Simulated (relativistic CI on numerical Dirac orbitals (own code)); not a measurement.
## Electric-dipole lines of Os XXXIX

These numbers are calculated, not measured: Dirac-Coulomb-Breit CI, KLI orbitals optimised for each configuration, QED by a radiative potential, unscaled Slater integrals (own radial code, finite nucleus).

Configurations in the expansion (outside the closed core [Ar] 3d10): 4s2 4p6 4d2, 4s2 4p6 4d 4f, 4s2 4p5 4d3, 4s 4p6 4d3, 4s2 4p5 4d2 4f, 4s 4p6 4d2 4f, 4s2 4p6 4d 5s, 4s2 4p6 4f 5s, 4s2 4p6 4d 5p, 4s2 4p6 4d 5d, 4s2 4p5 4d2 5s, 4p6 4d3 4f, 4s2 4p6 4d 5f, 4s2 4p6 5s 5p, 4s 4p6 4d 4f 5s, 4s2 4p6 4d 5g, 4s 4p6 4d2 5s, 4s2 4p5 4d2 5d, 4s2 4p6 4d 6s, 4s2 4p6 4d 6d, 4s2 4p6 4f2, 4s2 4p5 4f3, 4s 4p6 4f3, 4p6 4d4, 4p5 4d5, 4p5 4d4 4f, 4s2 4p6 4f 5p, 4s2 4p5 4f2 5p, 4s 4p6 4f2 5p, 4s2 4p6 5s2, 4s2 4p5 4f 5s2, 4s 4p6 4f 5s2, 4s2 4p6 5p2, 4s2 4p5 4f 5p2, 4s 4p6 4f 5p2, 4p6 4d3 5s, 4p5 4d4 5s, 4p5 4d3 4f 5s, 4s 4p6 4d 5s2, 4s 4p5 4d 4f 5s2, 4p6 4d 4f 5s2. Double excitations out of closed p, d and f shells are left out; levels of such configurations are missing from the list, as are those of other unlisted configurations, and high levels can miss mixing partners. These lack a partner that the ground configuration has and come out too high: 4s2 4p5 4d2 5s, 4s 4p6 4d2 5s, 4s2 4p5 4d2 5d.

```tsv
λ vac (nm)	Lower	Upper	A (s⁻¹)	E lower (Ry)	E upper (Ry)
4.0494	4s2 4p6 4d2 3F_2 [1]	4s2 4p5 4d3 3D°_1 [109]	3.33e+12	0.0000	22.5037
4.0712	4s2 4p6 4d2 3F_3 [3]	4s2 4p5 4d3 1G°_4 [122]	8.36e+11	1.4876	23.8708
4.1072	4s2 4p6 4d2 3P_2 [4]	4s2 4p5 4d3 3S°_1 [125]	3.39e+12	1.7937	23.9808
4.1218	4s2 4p6 4d2 3P_2 [4]	4s2 4p5 4d3 3F°_3 [123]	1.40e+12	1.7937	23.9021
4.1373	4s2 4p6 4d2 3P_1 [6]	4s2 4p5 4d3 3D°_2 [124]	2.32e+12	1.8977	23.9234
4.1406	4s2 4p6 4d2 1G_4 [5]	4s2 4p5 4d3 3F°_3 [123]	1.93e+12	1.8939	23.9021
4.1465	4s2 4p6 4d2 1G_4 [5]	4s2 4p5 4d3 1G°_4 [122]	3.77e+12	1.8939	23.8708
4.1930	4s2 4p6 4d2 3P_2 [8]	4s2 4p5 4d3 3D°_3 [135]	2.17e+12	3.4539	25.1872
4.1936	4s2 4p6 4d2 3F_4 [7]	4s2 4p5 4d3 3G°_5 [132]	1.81e+12	3.2334	24.9634
4.1942	4s2 4p6 4d2 3F_3 [3]	4s2 4p5 4d3 3D°_2 [117]	1.97e+12	1.4876	23.2144
4.1965	4s2 4p6 4d2 3F_4 [7]	4s2 4p5 4d3 3D°_3 [131]	2.36e+12	3.2334	24.9483
4.2040	4s2 4p6 4d2 3F_4 [7]	4s2 4p5 4d3 3F°_4 [129]	3.21e+12	3.2334	24.9095
4.2232	4s2 4p6 4d2 3P_2 [8]	4s2 4p5 4d3 3P°_2 [133]	1.91e+12	3.4539	25.0318
4.2312	4s2 4p6 4d2 3F_4 [7]	4s2 4p5 4d3 3G°_5 [128]	1.25e+12	3.2334	24.7702
4.3160	4s2 4p6 4d2 3F_2 [1]	4s2 4p5 4d3 3F°_2 [102]	2.94e+12	0.0000	21.1137
4.4455	4s2 4p6 4d2 3F_3 [3]	4s2 4p5 4d3 3G°_4 [106]	1.18e+12	1.4876	21.9861
4.4817	4s2 4p6 4d2 3F_3 [3]	4s2 4p5 4d3 5G°_3 [103]	1.06e+12	1.4876	21.8206
4.5002	4s2 4p6 4d2 1G_4 [5]	4s2 4p5 4d3 1H°_5 [108]	1.49e+12	1.8939	22.1433
4.5334	4s2 4p6 4d2 3P_2 [4]	4s2 4p5 4d3 3D°_2 [104]	1.23e+12	1.7937	21.8951
4.9779	4s2 4p6 4d2 3F_2 [1]	4s2 4p6 4d 4f 3G°_3 [85]	2.63e+12	0.0000	18.3062
5.1203	4s2 4p6 4d2 3P_0 [2]	4s2 4p6 4d 4f 3D°_1 [87]	1.56e+12	0.6608	18.4579
5.1563	4s2 4p6 4d2 3F_3 [3]	4s2 4p6 4d 4f 3G°_4 [90]	1.07e+12	1.4876	19.1604
5.2065	4s2 4p5 4d3 3H°_6 [23]	4s2 4p5 4d2 4f 3I_7 [311]	1.24e+12	13.8678	31.3704
5.2651	4s2 4p6 4d2 1G_4 [5]	4s2 4p6 4d 4f 3G°_5 [93]	8.52e+11	1.8939	19.2016
5.4218	4s2 4p6 4d2 3F_2 [1]	4s2 4p6 4d 4f 3F°_2 [65]	6.21e+11	0.0000	16.8076
5.5429	4s2 4p6 4d2 3F_4 [7]	4s2 4p6 4d 4f 1H°_5 [100]	4.71e+11	3.2334	19.6736
5.6448	4s2 4p6 4d2 3P_2 [8]	4s2 4p6 4d 4f 1F°_3 [99]	7.94e+11	3.4539	19.5973
5.6892	4s2 4p6 4d2 3F_4 [7]	4s2 4p6 4d 4f 3F°_4 [95]	9.46e+11	3.2334	19.2508
5.6897	4s2 4p6 4d2 1G_4 [5]	4s2 4p5 4d3 1F°_3 [81]	6.32e+11	1.8939	17.9099
5.7600	4s2 4p6 4d2 3F_4 [7]	4s2 4p5 4d3 3D°_3 [89]	6.92e+11	3.2334	19.0541
```

Terms are leading LS components. Brackets give the number of a level in order of energy, since labels repeat. The list gives strong lines, with weight on those to low levels, without lines whose two gauges differ by over a factor of 2.5, among the lowest 400 of 8130 levels, so that lines to higher ones, which can be the strongest, are missing. Levels whose partners in the same complex of configurations lie outside the list can be far off, and so can their lines. Rates are taken at the computed energies, electric ones in the length gauge.

At this charge energies of transitions that change n are usually good to better than 1 %, and those within a shell (Δn = 0) to a few per cent. Terms inside the open d or f shell come out 10 to 20 % too wide with unscaled integrals.

LS names give the leading component of a level, which can be under half, so a name can repeat, a term be missing and a line seem to break the LS rules.
